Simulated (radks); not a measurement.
Initial-state core-level shifts of the technetium ion Tc+ when its valence configuration changes from [Kr] 4d5 5s1. Calculated with a radial shooting solver on a logarithmic mesh with Libxc functionals: scalar-relativistic Kohn-Sham, r2SCAN, spin-unpolarised, spherical densities, finite nucleus; meta-GGA in the generalised Kohn-Sham scheme; Fermi nuclear charge, rms radius 4.4112 fm. Shifts are changes of the shell-averaged eigenvalues in eV (positive: less bound); the change of the density at the nucleus, which sets a Mossbauer isomer shift, is in e/bohr^3, on a base of 1.022e+05.

| valence | 2s | 3d | 4s | 4p | density at nucleus |
|---|---|---|---|---|---|
| 4d4 5s1 5p1 | -5.833 | -5.766 | -5.258 | -5.010 | +5.03 |
| 4d4 5s2 | -4.559 | -4.482 | -3.972 | -3.732 | +23.04 |
| 4d5 5p1 | -1.276 | -1.289 | -1.319 | -1.318 | -16.46 |
| 4d3 5s1 5p2 | -12.034 | -11.847 | -10.590 | -10.044 | +11.47 |
| 4d6 | +4.112 | +4.072 | +3.724 | +3.522 | -18.85 |
| 4d5 5s0.5 5p0.5 | -0.645 | -0.652 | -0.667 | -0.667 | -8.22 |
| 4d4 5p2 | -7.062 | -7.005 | -6.499 | -6.239 | -13.01 |
| 4d5.5 5s0.5 | +2.114 | +2.090 | +1.897 | +1.791 | -9.92 |
| 4d4.5 5s1.5 | -2.224 | -2.191 | -1.959 | -1.844 | +10.90 |
